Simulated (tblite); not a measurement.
**Question.** What does the GFN2-xTB structure of `Fc1[c]coc1[SiH2][SiH3]` [radical] look like in three dimensions? (Doublet state.)

**Answer.** 
```
atom  x, y, z in Å
F1     0.4774   -2.3586   -0.6197
C2     1.2181   -1.2718   -0.3939
C3     2.5774   -1.1970   -0.0786
C4     2.8815    0.1164    0.0685
O5     1.7834    0.8651   -0.1515
C6     0.7560    0.0209   -0.4364
Si7   -0.9554    0.7233   -0.7735
Si8   -2.3669    0.1290    0.9684
H9     3.7961    0.6182    0.3072
H10   -1.3626    0.1939   -2.0813
H11   -0.6970    2.1566   -0.9480
H12   -1.8946    0.6430    2.2589
H13   -2.5078   -1.3210    1.1106
H14   -3.7064    0.6817    0.7471
```

Any rigid rotation of these coordinates is as good. Atoms count from 1 in this order. C4 (carbon bonded to C, O and H) is planar (angles 132.1°, 118.2° and 109.7°, sum 360.0°, 0.00 Å off the plane of its three neighbours). Si8 (silicon bonded to Si and 3 H) is tetrahedral (angles from 107.0° to 112.7°). C6 (carbon bonded to C, O and Si) is planar (angles 131.6°, 119.6° and 108.9°, sum 360.0°, 0.01 Å off the plane of its three neighbours). The C–C distances run from 1.356 Å (C3–C4, aromatic) to 1.397 Å (C2–C3, aromatic), a spread of 0.041 Å.

Bonds between heavy atoms (Å): F1–C2 1.334, C2–C3 1.397, C3–C4 1.356, C4–O5 1.347, O5–C6 1.360, C6–Si7 1.880, Si7–Si8 2.319, C2–C6 1.373.

Computed geometry: GFN2-xTB, gas phase. This method treats the open shell by occupation alone, without spin polarisation.

Point group: C1 (no symmetry element, even within 0.4 Å). Its lowest GFN2-xTB frequency is 11i cm⁻¹, too small to tell a flat minimum from a shallow saddle. Torsions: O5–C6–Si7–Si8 -112°.

One conformer stands for the species.
